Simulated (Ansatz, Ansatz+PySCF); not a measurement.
```xyz
8

Mg   -0.9380   -0.9890   -1.0056
O    -1.0142   -0.9587    1.0014
O    -0.9688    1.0074   -1.0126
Mg   -0.9443    0.9913    1.0109
O     0.9706   -0.9844   -0.9261
Mg    0.9422   -1.0127    0.9746
Mg    1.0145    0.9652   -1.0040
O     0.9683    0.9649    1.0235
```

Basis set: def2-SVP (spherical functions). Correlated methods keep 8 orbitals frozen. Charge 0, multiplicity 1.

Computed with Ansatz (development build ahead of 0.2.0); each method stands on the lowest determinant of its kind that the runs found. Restricted open shells among the atoms or ions are ROHF, correlated in semicanonical orbitals with singles.

The atomization energy at this shape (free ground-state atoms in the same class of orbitals less the molecule, no zero-point energy) of singlet Mg₄O₄:

| method | atomization energy |
| --- | --- |
| RHF-MP2 | 28.10 eV |

(1) What does RHF give?

Results:

(1) 17.48 eV. Caution: the shape is not the minimum.
